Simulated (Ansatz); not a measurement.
Consider the atomization: `C[SiH]([AlH2])[SbH2]` → Al• + C• + 8 H• + Sb• + Si•.

Isolated molecules relaxed with PBE0-D4/def2-TZVP in Ansatz; ΔE leaves out vibrations. CCSD(T)/CBS adds triple-zeta CCSD(T) − MP2 to the extrapolated MP2 energy (def2 sets, frozen cores). This one scheme is used for every species, atoms too. DFT in def2-TZVPP. Open shells (•) are unrestricted, without spin–orbit coupling. Spin–orbit coupling would lower the free atoms: a little for Al, C, Si. Elements past krypton have def2 core potentials. Bonds to Sb are less sure, by a few kJ/mol each and by 10 to 20 or more in all where they break to atoms, as the def2 sets lack core-valence functions.

CCSD(T)/CBS gives +35.95 eV.

Another level gave +35.89 eV. Which?
A. PBE0-D4/def2-TZVPP
B. PBE-D4/def2-TZVPP
C. B2PLYP/def2-TZVPP
D. PBE0/def2-TZVPP

B. PBE-D4 35.89, PBE0 35.34, B2PLYP 35.19, PBE0-D4 35.62 eV.

Largest T1 diagnostic among the species: 0.018.

From PBE to PBE0 (25 % exact exchange), in def2-TZVPP and without D4, ΔE moves by −0.22 eV: exact exchange takes away binding that semilocal exchange gives to molecules. In def2-TZVPP, CCSD(T) changes the Hartree–Fock value by +8.87 eV (the triples alone add +0.46 eV) and MP2 by +8.43 eV; breaking electron pairs costs correlation energy, which Hartree–Fock lacks. The D4 term adds +0.54 eV with B3LYP and +0.29 eV with PBE0; it sums over pairs of atoms, weighted by their polarisabilities, and B3LYP, whose exchange is more repulsive, gets the larger term.

B3LYP here is the variant with VWN-RPA as its local correlation; programs differ in this.

For atomizations the MP2-based limit and the directly extrapolated one differ by several kJ/mol either way, and by 10 to 25 for some Ge, Se and Sn compounds, so smaller differences from it don't rank the levels.
